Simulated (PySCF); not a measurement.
# Dipole polarisabilities along the 4d series

Calculated with PySCF 2.14 for the ground configurations, without spin-orbit coupling: coupled response for Hartree-Fock and DFT. Mean α in bohr³, C₆ of like pairs in atomic units.

```json
{"species": "Zr [Kr] 4d2 5s2 (x2c-TZVPPall with one added diffuse shell each of s, p, d, f type, spin-free X2C)", "α UHF": "180.8", "α PBE": "120.4", "α PBE0": "126.1", "α recommended (Schwerdtfeger and Nagle)": "112 ± 13", "C₆ UHF": "2455", "C₆ PBE": "1657", "C₆ PBE0": "1762"}
{"species": "Nb [Kr] 4d4 5s1 (x2c-TZVPPall with one added diffuse shell each of s, p, d, f type, spin-free X2C)", "α UHF": "130.5", "α PBE": "91.68", "α PBE0": "96.28", "α recommended (Schwerdtfeger and Nagle)": "98 ± 8", "C₆ UHF": "1585", "C₆ PBE": "1023", "C₆ PBE0": "1085"}
{"species": "Mo [Kr] 4d5 5s1 (x2c-TZVPPall with one added diffuse shell each of s, p, d, f type, spin-free X2C)", "α UHF": "107.1", "α PBE": "73.89", "α PBE0": "78.26", "α recommended (Schwerdtfeger and Nagle)": "87 ± 6", "C₆ UHF": "1187", "C₆ PBE": "770.9", "C₆ PBE0": "819.5"}
{"species": "Tc [Kr] 4d5 5s2 (x2c-TZVPPall with one added diffuse shell each of s, p, d, f type, spin-free X2C)", "α UHF": "135.2", "α PBE": "85.11", "α PBE0": "90.36", "α recommended (Schwerdtfeger and Nagle)": "79 ± 10", "C₆ UHF": "1554", "C₆ PBE": "961.2", "C₆ PBE0": "1033"}
{"species": "Ru [Kr] 4d7 5s1 (x2c-TZVPPall with one added diffuse shell each of s, p, d, f type, spin-free X2C)", "α UHF": "92.96", "α PBE": "58.68", "α PBE0": "62.82", "α recommended (Schwerdtfeger and Nagle)": "72 ± 10", "C₆ UHF": "891.9", "C₆ PBE": "546.6", "C₆ PBE0": "582.7"}
{"species": "Rh [Kr] 4d8 5s1 (x2c-TZVPPall with one added diffuse shell each of s, p, d, f type, spin-free X2C)", "α UHF": "88.60", "α PBE": "53.90", "α PBE0": "58.15", "α recommended (Schwerdtfeger and Nagle)": "66 ± 10", "C₆ UHF": "804.0", "C₆ PBE": "472.4", "C₆ PBE0": "507.0"}
{"species": "Pd [Kr] 4d10 (x2c-TZVPPall with one added diffuse shell each of s, p, d, f type, spin-free X2C)", "α UHF": "19.54", "α PBE": "27.62", "α PBE0": "24.39", "α recommended (Schwerdtfeger and Nagle)": "26.14 ± 0.1", "C₆ UHF": "135.9", "C₆ PBE": "192.7", "C₆ PBE0": "171.2"}
{"species": "Ag [Kr] 4d10 5s1 (x2c-TZVPPall with one added diffuse shell each of s, p, d, f type, spin-free X2C)", "α UHF": "82.78", "α PBE": "47.89", "α PBE0": "52.30", "α recommended (Schwerdtfeger and Nagle)": "55 ± 8", "C₆ UHF": "689.2", "C₆ PBE": "375.7", "C₆ PBE0": "409.4"}
{"species": "Cd [Kr] 4d10 5s2 (x2c-TZVPPall with one added diffuse shell each of s, p, d, f type, spin-free X2C)", "α UHF": "63.61", "α PBE": "47.33", "α PBE0": "50.27", "α recommended (Schwerdtfeger and Nagle)": "46 ± 2", "C₆ UHF": "613.7", "C₆ PBE": "422.5", "C₆ PBE0": "454.8"}
```

Hartree-Fock lacks correlation. All values carry a basis error, and heavy open shells lack spin-orbit coupling.
